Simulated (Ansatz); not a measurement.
BiH2Me (CH5Bi). The state is a singlet with charge 0. Geometry PBE-D4/def2-TZVP; atoms count from 1.

Cartesian coordinates in Å:
```
Bi 1.337 0.549 0.318
H 1.215 -0.606 1.707
H 1.886 -0.803 -0.754
C -0.856 0.243 -0.252
H -1.476 0.757 0.491
H -1.088 -0.825 -0.268
H -1.018 0.685 -1.242
```

In the def2 sets Bi takes a core potential; there is no spin–orbit coupling.

(1) Estimate the Mulliken populations from the PBE0/def2-TZVP orbitals of Ansatz.

(2) And the Mayer bond orders between heavy atoms (over 0.3)?

Answers

(1) 
| atom | charge (e) |
| --- | --- |
| Bi1 | 0.27 |
| H2 | -0.06 |
| H3 | -0.06 |
| C4 | -0.59 |
| H5 | 0.14 |
| H6 | 0.15 |
| H7 | 0.14 |
Mulliken values depend strongly on the basis.

(2) Bi1–C4 0.97 (2.29 Å).
